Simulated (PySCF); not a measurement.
Species: C4H7O3 (doublet state).
Structure used (GFN2-xTB), in Å, numbered top down from 1:
```
atom  x, y, z in Å
C1     2.2527    0.8448    0.5306
O2     1.1168    0.4080    1.1556
C3     0.3681   -0.5463    0.4601
C4    -0.8733   -0.8943    1.3145
O5    -1.9670   -0.5592    0.4894
C6    -1.4731    0.3661   -0.4316
O7    -0.1669   -0.0509   -0.7377
H8     2.3667    0.6612   -0.5211
H9     2.7077    1.6821    1.0194
H10    1.0000   -1.4090    0.2038
H11   -0.9415   -1.9506    1.5714
H12   -0.8537   -0.2805    2.2234
H13   -1.4583    1.3854   -0.0008
H14   -2.0788    0.3427   -1.3390
```

The hyperfine couplings belong to this conformer and change with its torsions.

As a line formula: `[CH2]O[C@H]1COCO1` [radical].

Theory: PySCF, UKS B3LYP, pcH-1 on C H O, non-relativistic, mean-field spin-orbit, GIAO. The structure is a single GFN2-xTB conformer in the gas phase; no vibrational or solvent corrections. The geometry wasn't refined by DFT: couplings that depend on bond lengths, twists or pyramidal angles can differ widely from those at the functional's own minimum. No stability test was run, so a lower SCF solution isn't excluded.

Problem. Where do the isotropic ENDOR lines of H8/H9, H10 and H11 fall at 3351.9 mT, to first order?

Solution. ν± = |νn ± a/2|, one line for each electron-spin manifold; νn = |g_N| × 7.62259 MHz/T × B.

```json
{"nuclei": "H8/H9", "isotope": "1H", "g_N": "5.5857", "νn (MHz)": "142.72", "a_iso (MHz)": "-44.15", "lower line (MHz)": "120.64", "upper line (MHz)": "164.79"}
{"nuclei": "H10", "isotope": "1H", "g_N": "5.5857", "νn (MHz)": "142.72", "a_iso (MHz)": "10.03", "lower line (MHz)": "137.70", "upper line (MHz)": "147.73"}
{"nuclei": "H11", "isotope": "1H", "g_N": "5.5857", "νn (MHz)": "142.72", "a_iso (MHz)": "0.73", "lower line (MHz)": "142.35", "upper line (MHz)": "143.08"}
```

Problem. Which pairs are centred on the nuclear Larmor frequency, and which on half the coupling?

Solution. Centred on νn, since |a| < 2νn: H8/H9, H10 and H11. No pair has |a| > 2νn.

Problem. At what field would the lower line of H10 fall to zero frequency?

Solution. Where νn = |a|/2, that is B = 5.02 MHz/(5.5857 × 7.62259 MHz/T) = 118 mT, as far as first order holds there.

Class means assume fast exchange of nuclei equivalent by connectivity; if that motion is slow, each nucleus keeps its own coupling. The 1H value of -44.1 MHz is a mean of couplings from -47.7 to -40.6 MHz in this one geometry, not an average over conformers.

The Mulliken spin populations are largest on C1 (+0.95) and O2 (+0.11). C1 is the only atom above +0.15. The angles at C1 add up to 354.3°, so it is nearly planar; its axial dipolar tensor and the negative couplings of its protons fit spin in a p orbital normal to that plane.
